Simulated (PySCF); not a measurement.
# Radial density of Te⁺ (tellurium, charge +1)

UHF, [Kr] 4d10 5s1 5p4, high-spin 4P determinant (an excited configuration). All numbers are calculated (PySCF 2.14, the spin-free X2C one-electron Hamiltonian (Gaussian nucleus), in x2c-TZVPPall with one added diffuse shell each of s, p, d, f type (9s7p5d3f, 76 functions)).

```json
{"r (bohr)": "0.0254", "4πr²ρ (e/bohr)": "64.36", "4πr²(ρα − ρβ)": "0.0171"}
{"r (bohr)": "0.0427", "4πr²ρ (e/bohr)": "59.13", "4πr²(ρα − ρβ)": "0.0385"}
{"r (bohr)": "0.0718", "4πr²ρ (e/bohr)": "82.90", "4πr²(ρα − ρβ)": "0.0664"}
{"r (bohr)": "0.121", "4πr²ρ (e/bohr)": "72.90", "4πr²(ρα − ρβ)": "-0.0202"}
{"r (bohr)": "0.203", "4πr²ρ (e/bohr)": "66.71", "4πr²(ρα − ρβ)": "0.0989"}
{"r (bohr)": "0.342", "4πr²ρ (e/bohr)": "52.85", "4πr²(ρα − ρβ)": "0.0146"}
{"r (bohr)": "0.575", "4πr²ρ (e/bohr)": "23.40", "4πr²(ρα − ρβ)": "0.3074"}
{"r (bohr)": "0.967", "4πr²ρ (e/bohr)": "19.72", "4πr²(ρα − ρβ)": "-0.0563"}
{"r (bohr)": "1.63", "4πr²ρ (e/bohr)": "4.545", "4πr²(ρα − ρβ)": "1.5527"}
{"r (bohr)": "2.74", "4πr²ρ (e/bohr)": "1.863", "4πr²(ρα − ρβ)": "1.0534"}
{"r (bohr)": "4.60", "4πr²ρ (e/bohr)": "0.1775", "4πr²(ρα − ρβ)": "0.0511"}
{"r (bohr)": "7.74", "4πr²ρ (e/bohr)": "0.0003001", "4πr²(ρα − ρβ)": "-0.0003"}
```

Densities and radii are taken from the X2C orbitals without a picture-change correction, which distorts them close to the nucleus.

Problem. Where is the radial spin density 4πr²(ρα − ρβ) most negative, and why is it negative at all?

Solution. Around r = 0.967 bohr, down to -0.0563 e/bohr: exchange with the open shell polarises the paired shells in an unrestricted calculation.
